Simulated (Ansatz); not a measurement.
Molecule: sum formula AlO2FH2, charge 0, multiplicity 1. 
Geometry from a B3LYP-D3(BJ)/def2-TZVP (Ansatz, an electronic-structure program) optimisation:
```
Al
F 1 1.6426
O 1 1.6866 2 116.70
H 3 0.9568 1 125.62 2 -180.00
O 1 1.6866 2 116.70 3 -180.00
H 5 0.9568 1 125.62 2 180.00
```

Quantity: vertical ionisation energy (to the doublet state of charge +1; each state is the SCF solution reached for its spin), in eV. Valence correlation only, unless marked. UHF or UKS for open shells. No spin-orbit coupling. Non-relativistic. CBS(X,Y): correlation extrapolated as X^-3; Hartree-Fock from the larger set.

```tsv
level	program	vertical ionisation energy (eV)
PBE0/def2-TZVPD	Ansatz	11.94
CAM-B3LYP/def2-TZVPD	Ansatz	…
wB97M-V/def2-TZVPD	Ansatz	12.34
SCS-MP2/aug-cc-pV(D+d)Z	Ansatz	12.65
CCSD/aug-cc-pV(D+d)Z	Ansatz	…
CCSD(T)/CBS(aug-cc-pV(T+d)Z,aug-cc-pV(Q+d)Z)	Ansatz	…
```

Question: Complete the blanks.

Answer: 
- CAM-B3LYP/def2-TZVPD, vertical ionisation energy (eV): 12.30
- CCSD/aug-cc-pV(D+d)Z, vertical ionisation energy (eV): 12.45
- CCSD(T)/CBS(aug-cc-pV(T+d)Z,aug-cc-pV(Q+d)Z), vertical ionisation energy (eV): 12.73
